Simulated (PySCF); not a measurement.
SnCl₃, SMILES [Cl][Sn]([Cl])[Cl], multiplicity 2. Geometry optimised at PBE0-D3(BJ)/def2-SVP. The spin state was assumed, not searched. The isomer is the one that the SMILES or the coordinates give; other isomers of the formula were not compared. The def2 effective core potentials stand for the cores of Sn; spin–orbit coupling is left out.

Computed with PBE0-D3(BJ)/def2-SVP (PySCF).

Harmonic wavenumbers (cm⁻¹): 97, 97, 115, 341, 371, 371. Rotational constants (GHz): 1.693, 1.693, 0.9810; symmetry number 3.

Q: Work out the zero-point energy and the ideal-gas rigid-rotor harmonic-oscillator thermochemistry at 298.15 K and 1 atm.

A: ZPE = ½ Σ hcν = ½ × 1392 cm⁻¹ = 1.99 kcal/mol. H − E(el) = 6.39 kcal/mol. Entropy in cal/(mol K): translation 42.14, rotation 26.94, vibration 13.56, spin 1.38, total 84.02. G − E(el) = -18.66 kcal/mol. Cp = 18.45 cal/(mol K). Modes under 150 cm⁻¹ make the vibrational entropy uncertain.
